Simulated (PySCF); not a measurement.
N-ethenylpropan-2-imine (C5H9N), SMILES C=CN=C(C)C.

Coordinates come from a B3LYP-D3(BJ)/def2-SVP optimisation. The values are those of a single conformer.

Calculation: TDA-LC-ωPBE/def2-SVPD (PySCF 2.14.0).

Vertical excitations. Gas-phase values at a fixed geometry.

| state | energy (eV) | λ (nm) | f | main pairs |
|---|---|---|---|---|
| S1 | 4.91 | 252 | 0.050 | HOMO→LUMO 76 % |
| S2 | 6.75 | 184 | 0.259 | HOMO→LUMO+2 56 %, HOMO→LUMO+1 24 % |
| S3 | 7.11 | 174 | 0.253 | HOMO−1→LUMO 43 %, HOMO→LUMO+1 16 %, HOMO→LUMO 13 %, HOMO→LUMO+5 9 % |
| S4 | 7.40 | 167 | 0.069 | HOMO−1→LUMO 33 %, HOMO→LUMO+1 22 %, HOMO→LUMO+3 15 %, HOMO→LUMO+5 9 % |
| S5 | 7.74 | 160 | 0.008 | HOMO−2→LUMO 31 %, HOMO−1→LUMO+2 14 %, HOMO→LUMO+2 9 %, HOMO→LUMO+4 8 % |
| S6 | 7.93 | 156 | 0.005 | HOMO→LUMO+4 44 %, HOMO−2→LUMO 18 %, HOMO→LUMO+5 17 %, HOMO→LUMO+3 8 % |
| S7 | 8.05 | 154 | 0.041 | HOMO→LUMO+3 30 %, HOMO→LUMO+2 17 %, HOMO→LUMO+1 14 %, HOMO→LUMO+5 8 % |
| S8 | 8.52 | 145 | 0.166 | HOMO−2→LUMO 20 %, HOMO−1→LUMO+1 20 %, HOMO−1→LUMO+2 20 %, HOMO−3→LUMO 7 % |
| S9 | 8.75 | 142 | 0.037 | HOMO→LUMO+5 24 %, HOMO→LUMO+4 22 %, HOMO→LUMO+6 12 %, HOMO→LUMO+3 10 % |
| S10 | 8.90 | 139 | 0.018 | HOMO→LUMO+6 36 %, HOMO−1→LUMO+1 25 % |
| T1 | 3.61 | 344 | 0 | HOMO→LUMO 75 % |
| T2 | 4.54 | 273 | 0 | HOMO−1→LUMO 27 %, HOMO→LUMO+2 24 %, HOMO→LUMO+5 14 %, HOMO→LUMO 10 % |
| T3 | 4.73 | 262 | 0 | HOMO−1→LUMO 48 %, HOMO−2→LUMO 15 % |
| T4 | 6.91 | 179 | 0 | HOMO→LUMO+1 37 %, HOMO−2→LUMO 19 %, HOMO→LUMO+2 19 % |
Triplets are in the Tamm–Dancoff approximation.
